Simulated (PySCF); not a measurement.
Electron correlation in Ti (titanium, neutral)

[Ar] 3d2 4s1 4p1, one real determinant (an excited configuration). Calculation: PySCF 2.14, in x2c-TZVPPall with one added diffuse shell each of s, p, d, f type (7s6p5d3f1g, 80 functions); the spin-free X2C one-electron Hamiltonian (Gaussian nucleus). Frozen: [Ar]; 4 electrons correlated.

| level | correlation energy (mhartree) |
| --- | --- |
| CCSD | -21.36 |
| (T) | -0.57 |
| CCSD(T) | -21.93 |

Diagnostics: T1 = 0.013, D1 = 0.0258, largest double amplitude 0.070.

Problem. Is a single reference adequate?

Solution. Mostly. T1 lies below 0.03, but a double amplitude of this size points to a near-degeneracy that CCSD handles and MP2 describes poorly.

The reference is one real determinant that mixes LS terms of this configuration.
